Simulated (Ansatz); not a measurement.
H7NSi2, charge +1, doublet, at a GFN2-xTB geometry (a state made from the parent by changing its charge; the spin is typed, not shown lowest); BLYP/def2-SVP (Ansatz, a program for electronic structure).

Ansatz was given this input:
Ansatz 0.2 input:
```yaml
crystal:
  periodic: [false, false, false]
  atoms:
    - {symbol: Si, position_ang: [1.57720490, -0.21844012, 0.33719565]}
    - {symbol: N, position_ang: [-0.03462093, -0.41558879, -0.33441382]}
    - {symbol: Si, position_ang: [-1.55864659, 0.44121370, -0.15793536]}
    - {symbol: H, position_ang: [2.43384184, -0.15398708, -0.86251371]}
    - {symbol: H, position_ang: [1.53144398, 0.95247478, 1.19537894]}
    - {symbol: H, position_ang: [1.82435616, -1.52111277, 0.98754272]}
    - {symbol: H, position_ang: [-0.10026846, -1.20362026, -0.96852287]}
    - {symbol: H, position_ang: [-2.49882484, -0.62606735, 0.23482359]}
    - {symbol: H, position_ang: [-1.88220977, 0.82663940, -1.54636792]}
    - {symbol: H, position_ang: [-1.32580884, 1.51596464, 0.79091202]}
basis:
  gaussian:
    orbitals: def2-SVP
hamiltonian:
  xc: blyp
total_charge: 1
magnetization: {spin_polarized: true, initial_magnetization: 1}
```

It wrote (shortened):

```
Functional definition: BLYP
970 factors; their error is unknown
mean field evaluation 1: about -17326.0746 eV, gradient 6.3e1 eV
mean field evaluation 2: about -17244.1999 eV, gradient 1.1e2 eV
mean field evaluation 4: about -17343.3710 eV, gradient 8.0e0 eV
mean field evaluation 8: about -17343.8804 eV, gradient 1.1e-1 eV
mean field evaluation 16: about -17343.8044 eV, gradient 2.9e-4 eV
mean field -17343.80442872 eV, -637.3730567025 hartree, gradient 7.7e-6 eV, S^2 0.753870; 0 other end points of the search recorded, 0 dependent functions left out
reference -17343.80476143 eV, -637.3730689293 hartree; 21, 20 occupied and 64, 65 virtual orbitals, 970 factors
Total energy: -17343.80476143 eV, -637.3730689293 hartree
```
